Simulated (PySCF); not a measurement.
C3H6Cl (SMILES C[CH]CCl), doublet, geometry from GFN2-xTB; DF-R2SCAN/aug-pcseg-1 in PySCF.

Here is a job for PySCF.
```python
from pyscf import gto, scf, dft

mol = gto.M(
    atom='''
C     0.83519170   -0.01173686   -0.93776301
C     2.08474253   -0.17763721   -0.16953693
C    -0.25450716    0.77739373   -0.46643008
H     0.67704263   -0.66350502   -1.78253322
H     2.08522732   -1.13752773    0.35804127
Cl   -1.35014793   -0.28336693    0.71590498
H     2.94854628   -0.18908383   -0.83515052
H     2.20315945    0.61218429    0.56844018
H     0.02373643    1.60046062    0.18458636
H    -0.97775952    1.06659151   -1.22138880
''',
    basis='aug-pcseg-1',
    spin=1,
    verbose=4,
)

mf = dft.UKS(mol)
mf.xc = 'r2scan'
mf = mf.density_fit(auxbasis='def2-universal-jkfit')
mf.kernel()
mf.analyze()
```

What the program printed (banner, timings and long lists left out):

```
PySCF version 2.14.0

[INPUT] verbose = 4
[INPUT] num. atoms = 10
[INPUT] num. electrons = 41
[INPUT] charge = 0
[INPUT] spin (= nelec alpha-beta = 2S) = 1
[INPUT] symmetry False subgroup None
[INPUT] Mole.unit = angstrom
[INPUT] Symbol           X                Y                Z      unit          X                Y                Z       unit  Magmom
[...]
nuclear repulsion = 150.001011660643
number of shells = 24
number of NR pGTOs = 221
number of NR cGTOs = 150
basis = aug-pcseg-1
ecp = {}

******** <class 'pyscf.df.df_jk.DFUKS'> ********
method = DFUKS
initial guess = minao
damping factor = 0
level_shift factor = 0
DIIS = <class 'pyscf.scf.diis.CDIIS'>
diis_start_cycle = 1
diis_space = 8
diis_damp = 0
SCF conv_tol = 1e-09
SCF conv_tol_grad = None
SCF max_cycles = 50
direct_scf = False
number electrons alpha = 21  beta = 20
XC library pyscf.dft.libxc version 7.1.2
    S. Lehtola, C. Steigemann, M. J. T. Oliveira, and M. A. L. Marques,  SoftwareX 7, 1–5 (2018)
XC functionals = r2scan
    J. W. Furness, A. D. Kaplan, J. Ning, J. P. Perdew, and J. Sun,  J. Phys. Chem. Lett. 11, 8208–8215 (2020)
    J. W. Furness, A. D. Kaplan, J. Ning, J. P. Perdew, and J. Sun,  J. Phys. Chem. Lett. 11, 9248–9248 (2020)
    J. W. Furness, A. D. Kaplan, J. Ning, J. P. Perdew, and J. Sun,  J. Phys. Chem. Lett. 11, 8208–8215 (2020)
    J. W. Furness, A. D. Kaplan, J. Ning, J. P. Perdew, and J. Sun,  J. Phys. Chem. Lett. 11, 9248–9248 (2020)
radial grids:
    Treutler-Ahlrichs [JCP 102, 346 (1995); DOI:10.1063/1.469408] (M4) radial grids

becke partition: Becke, JCP 88, 2547 (1988); DOI:10.1063/1.454033
pruning grids: <function nwchem_prune>
grids dens level: 3
symmetrized grids: False
atomic radii adjust function: <function treutler_atomic_radii_adjust>
small_rho_cutoff = 0
Set gradient conv threshold to 3.16228e-05
tot grids = 120088
init E= -577.996788611713

cycle= 1 E= -577.898691365898  delta_E= 0.0981  |g|= 0.226  |ddm|= 3.45
cycle= 2 E= -577.895036451102  delta_E= 0.00365  |g|= 0.255  |ddm|= 1.05
cycle= 3 E= -577.931709614041  delta_E= -0.0367  |g|= 0.028  |ddm|= 0.436
cycle= 4 E= -577.931956489444  delta_E= -0.000247  |g|= 0.0214  |ddm|= 0.122
cycle= 5 E= -577.932197093011  delta_E= -0.000241  |g|= 0.00815  |ddm|= 0.0548
cycle= 6 E= -577.932237931938  delta_E= -4.08e-05  |g|= 0.00243  |ddm|= 0.0252
cycle= 7 E= -577.932242112439  delta_E= -4.18e-06  |g|= 0.00098  |ddm|= 0.008
cycle= 8 E= -577.932242735649  delta_E= -6.23e-07  |g|= 0.000467  |ddm|= 0.00341
[...]
converged SCF energy = -577.932242895509  <S^2> = 0.75807828  2S+1 = 2.008062
Total Energy =                        -577.932242895508807
[...]
spin_pop of  6 H 2s        0.00008
spin_pop of  6 H 3s        0.00010
spin_pop of  6 H 2px       0.00001
spin_pop of  6 H 2py       0.00002
spin_pop of  6 H 2pz       0.00010
spin_pop of  6 H 3px       0.00007
spin_pop of  6 H 3py       0.00006
spin_pop of  6 H 3pz      -0.00001
spin_pop of  7 H 1s        0.00442
spin_pop of  7 H 2s        0.00003
spin_pop of  7 H 3s       -0.00001
spin_pop of  7 H 2px       0.00003
spin_pop of  7 H 2py       0.00002
spin_pop of  7 H 2pz       0.00002
spin_pop of  7 H 3px      -0.00000
spin_pop of  7 H 3py       0.00003
spin_pop of  7 H 3pz       0.00005
spin_pop of  8 H 1s        0.00754
spin_pop of  8 H 2s        0.00002
spin_pop of  8 H 3s        0.00001
spin_pop of  8 H 2px       0.00008
spin_pop of  8 H 2py       0.00004
spin_pop of  8 H 2pz      -0.00001
spin_pop of  8 H 3px       0.00000
spin_pop of  8 H 3py       0.00002
spin_pop of  8 H 3pz       0.00008
spin_pop of  9 H 1s        0.00819
spin_pop of  9 H 2s        0.00002
spin_pop of  9 H 3s        0.00002
spin_pop of  9 H 2px       0.00001
spin_pop of  9 H 2py       0.00002
spin_pop of  9 H 2pz       0.00011
spin_pop of  9 H 3px       0.00008
spin_pop of  9 H 3py       0.00001
spin_pop of  9 H 3pz       0.00001
 ** Mulliken Spin Density (per atom)  **
spin density of  0 C =      0.82070
spin density of  1 C =     -0.04596
spin density of  2 C =     -0.03876
spin density of  3 H =     -0.02509
spin density of  4 H =      0.05537
spin density of  5 Cl =      0.18837
spin density of  6 H =      0.02450
spin density of  7 H =      0.00460
spin density of  8 H =      0.00778
spin density of  9 H =      0.00848
 ** Mulliken pop alpha/beta on meta-lowdin orthogonal AOs **
 ** Mulliken pop       alpha | beta **
In total            21.00000 | 20.00000
 ** Mulliken atomic charges   ( Nelec_alpha | Nelec_beta ) **
charge of  0C =     -0.04950  (     3.43510      2.61440 )
charge of  1C =     -0.31610  (     3.13507      3.18103 )
charge of  2C =     -0.12311  (     3.04217      3.08093 )
charge of  3H =      0.10775  (     0.43358      0.45867 )
charge of  4H =      0.12718  (     0.46410      0.40872 )
charge of  5Cl =     -0.23872  (     8.71354      8.52517 )
charge of  6H =      0.12104  (     0.45173      0.42723 )
charge of  7H =      0.11097  (     0.44682      0.44222 )
charge of  8H =      0.12693  (     0.44042      0.43264 )
charge of  9H =      0.13354  (     0.43747      0.42899 )
Dipole moment(X, Y, Z, Debye):  2.13148,  0.89442, -1.49615
```
